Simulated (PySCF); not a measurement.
Molfile (atoms numbered from 1):
```
C3H6BCl
     RDKit          3D

 11 11  0  0  0  0  0  0  0  0999 V2000
    2.3882   -0.6105    3.1984 Cl  0  0  0  0  0  0  0  0  0  0  0  0
    2.1867   -0.3125    1.4712 B   0  0  0  0  0  0  0  0  0  0  0  0
    0.8499    0.2048    0.9260 C   0  0  0  0  0  0  0  0  0  0  0  0
   -0.0039    1.1471    1.7728 C   0  0  0  0  0  0  0  0  0  0  0  0
   -0.4594   -0.2406    1.5761 C   0  0  0  0  0  0  0  0  0  0  0  0
    3.1483   -0.5392    0.7798 H   0  0  0  0  0  0  0  0  0  0  0  0
    0.7946    0.3750   -0.1534 H   0  0  0  0  0  0  0  0  0  0  0  0
   -0.5129    1.9517    1.2361 H   0  0  0  0  0  0  0  0  0  0  0  0
    0.3934    1.4253    2.7527 H   0  0  0  0  0  0  0  0  0  0  0  0
   -1.2946   -0.4315    0.8974 H   0  0  0  0  0  0  0  0  0  0  0  0
   -0.3817   -0.9338    2.4181 H   0  0  0  0  0  0  0  0  0  0  0  0
  1  2  1  0
  2  3  1  0
  3  4  1  0
  4  5  1  0
  5  3  1  0
  2  6  1  0
  3  7  1  0
  4  8  1  0
  4  9  1  0
  5 10  1  0
  5 11  1  0
M  END
```

Geometry: PBE0-D3(BJ)/def2-SVP; GIAO shifts from PySCF, gas phase, non-relativistic, averaged over equivalent atoms.

At PBE0/pcSseg-1 (122 basis functions, 14 s wall time on 1 thread of an Arm Neoverse N1, shared host):
```json
{"atoms": "Cl1", "δ (ppm)": "216.6"}
{"atoms": "B2", "δ (ppm)": "73.9"}
{"atoms": "C4/C5", "δ (ppm)": "15.6"}
{"atoms": "C3", "δ (ppm)": "13.2"}
{"atoms": "H6", "δ (ppm)": "7.08"}
{"atoms": "H9/H11", "δ (ppm)": "1.12"}
{"atoms": "H8/H10", "δ (ppm)": "1.09"}
{"atoms": "H7", "δ (ppm)": "0.99"}
```

Chemical shifts δ = σref − σ; HCl for 35Cl (σ = 943.27 ppm); 11B (σ = 100.73 ppm) vs BF3·OEt2; 13C (σ = 184.41 ppm), 1H (σ = 31.27 ppm) against TMS, all at this level.

Q: Estimate the result of repeating the calculation with wB97X-D/pcSseg-2.

A: 
| atoms | δ at wB97X-D/pcSseg-2 | change |
| --- | --- | --- |
| Cl1 | 189.0 | -27.6 |
| B2 | 73.6 | -0.3 |
| C4/C5 | 14.9 | -0.7 |
| C3 | 11.6 | -1.6 |
| H6 | 6.91 | -0.17 |
| H9/H11 | 1.16 | +0.04 |
| H8/H10 | 1.06 | -0.03 |
| H7 | 0.91 | -0.08 |

δ = σ(ref) − σ, references computed at the same level: 35Cl (σref 935.79) against HCl; 11B (σref 99.96) vs BF3·OEt2; 13C (σref 184.42), 1H (σref 31.36) vs TMS.

The largest change is at Cl1 (chlorine bonded to B). Cost: 271 basis functions, 57 s wall time on 1 thread of an Arm Neoverse N1, shared host.

A carbon bonded to boron is broadened by the quadrupolar boron nucleus and is often missing from a measured spectrum.
